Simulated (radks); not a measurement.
Values are calculated unless marked as measured or tabulated.
Q: Radial electron density D(r) = 4 pi r^2 rho(r) of an atom or ion with 16 electrons. Level of theory: Dirac Kohn-Sham, XLYP, spin-unpolarised, spherical densities, finite nucleus; Fermi nuclear charge, rms radius of each element as measured or else 0.836 A^(1/3) + 0.57 fm (a radial shooting solver on a logarithmic mesh with Libxc functionals).

r (bohr),D(r) (e/bohr)
0.004557,5.468
0.005138,6.642
0.005793,8.029
0.006584,9.770
0.007423,11.67
0.00837,13.84
0.009437,16.28
0.01073,19.18
0.01209,22.12
0.01363,25.24
0.01537,28.43
0.01733,31.58
0.0197,34.72
0.02221,37.26
0.02504,39.24
0.02824,40.47
0.03209,40.85
0.03618,40.28
0.0408,38.92
0.046,37.01
0.05186,34.94
0.05895,33.11
0.06646,32.27
0.07494,32.69
0.08449,34.51
0.09603,37.75
0.1083,41.34
0.1221,44.53
0.1376,46.25
0.1552,45.69
0.1764,42.22
0.1989,36.69
0.2242,30.04
0.2528,23.67
0.2873,18.58
0.324,15.99
0.3653,15.19
0.4118,15.18
0.4643,14.79
0.5278,13.13
0.595,10.42
0.6709,7.227
0.7564,4.317
0.8597,2.082
0.9694,0.8762
1.093,0.3046
1.232,0.08584
1.389,0.01912
1.579,0.002844
1.78,0.0003453

What is the nuclear charge?

A: Z = 33. The innermost maximum, from 1s, lies near gamma/Z bohr with gamma = sqrt(1 - (Z/c)^2) = 0.971, here 0.0294 bohr (found: 0.0316), and its height grows with Z. The density is that of the arsenic ion As17+ in [Ne] 3s2 3p2 3d2; the configuration itself is not fixed sharply by these data, and Z only to about a unit. D(r) has 3 maxima, at r = 0.0316, 0.142, 0.409 bohr, and minima at 0.0681, 0.380 bohr, inside which lie 2.11, 11.31 electrons.
